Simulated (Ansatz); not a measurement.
Basis-set series for CH7SiSn (`[CH3][SnH][SiH3]`) radical. Charge 0, multiplicity 2. Sn: def2 effective core potential. The geometry is a stationary point of PBE0-D4/def2-TZVP.

```json
{"functional": "PBE0-D4", "basis": "def2-SVP", "functions": "93", "energy (Eh)": "-545.77399", "HOMO (eV)": "-5.64", "LUMO (eV)": "-2.76"}
{"functional": "PBE0-D4", "basis": "def2-TZVPP", "functions": "221", "energy (Eh)": "-545.93015", "HOMO (eV)": "-5.67", "LUMO (eV)": "-2.81"}
{"functional": "ωB97M-V", "basis": "def2-SVP", "functions": "93", "energy (Eh)": "-545.81800", "HOMO (eV)": "-7.54", "LUMO (eV)": "-1.04"}
{"functional": "ωB97M-V", "basis": "def2-TZVPP", "functions": "221", "energy (Eh)": "-545.98029", "HOMO (eV)": "-7.60", "LUMO (eV)": "-1.17"}
```

Give the rows for def2-QZVPP. (Estimate.)

Computed: 
| functional | basis | functions | energy (Eh) | HOMO (eV) | LUMO (eV) |
| --- | --- | --- | --- | --- | --- |
| PBE0-D4 | def2-QZVPP | 419 | -545.94423 | -5.68 | -2.82 |
| ωB97M-V | def2-QZVPP | 419 | -545.99382 | -7.60 | -1.19 |

HOMO and LUMO are taken over both spins.
